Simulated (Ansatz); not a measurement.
Reaction (formal exchange of groups at a C–C bond): `CCCC(=O)CCC` + `C=CS` → `C=C(S)CC` + `CCCC(C)=O`

Computed with Ansatz on PBE0-D4/def2-TZVP structures; ΔE is electronic, products minus reactants. CCSD(T)/CBS adds triple-zeta CCSD(T) − MP2 to the extrapolated MP2 energy (def2 sets, frozen cores). This one scheme is used for every species. Each species was taken in one conformer, which may not be the lowest.

```csv
species,CCSD(T)/CBS(def2) energy (Eh)
`CCCC(=O)CCC`,-349.98420
`C=CS`,-476.25541
`C=C(S)CC`,-554.78344
`CCCC(C)=O`,-271.46122
```

**Question.** Work out ΔE.

**Answer.** ΔE = (-554.78344) + (-271.46122) − (-349.98420) − (-476.25541) = -0.00505 Eh = -13.3 kJ/mol.

Largest T1 diagnostic among the species: 0.012.

The D4 term adds −4.2 kJ/mol with B3LYP and −1.9 kJ/mol with PBE0; it sums over pairs of atoms, weighted by their polarisabilities, and B3LYP, whose exchange is more repulsive, gets the larger term. In def2-TZVPP, CCSD(T) changes the Hartree–Fock value by −5.4 kJ/mol (the triples alone add −1.3 kJ/mol) and MP2 by −9.8 kJ/mol.

B3LYP here is the variant with VWN-RPA as its local correlation; programs differ in this.
